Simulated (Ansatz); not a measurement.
Consider the redistribution: `[NH2][Al]([F])[SH]` + `[F][Al]([F])[Br]` → `[NH2][Al]([F])[Br]` + `[F][Al]([F])[SH]`.

Computed with Ansatz on PBE0-D4/def2-TZVP structures; ΔE is electronic, products minus reactants. CCSD(T)/CBS adds triple-zeta CCSD(T) − MP2 to the extrapolated MP2 energy (def2 sets, frozen cores). Functionals use def2-TZVPP. For Br outer-core shells are correlated without core-valence functions, which leaves a few kJ/mol of doubt a bond. Scalar relativity is left out up to krypton. Each species was taken in one conformer, which may not be the lowest.

```
             level  ΔE (kJ/mol)
       LDA (SPW92)         -9.3
SCS-MP2/def2-TZVPP         -8.4
```

(1) What does CCSD(T)/CBS give? (An estimate is asked.)

Largest T1 diagnostic among the species: 0.012.

Results:

(1) Ansatz gave: -7.8 kJ/mol. The listed levels differ from it by -1.5, -0.6 kJ/mol.

Leaving LDA and LC-ωPBE aside and taking each functional with its dispersion term where it has one, the values, not all of them listed here, spread over 0.4 kJ/mol, from BLYP-D4 to revPBE-D4.
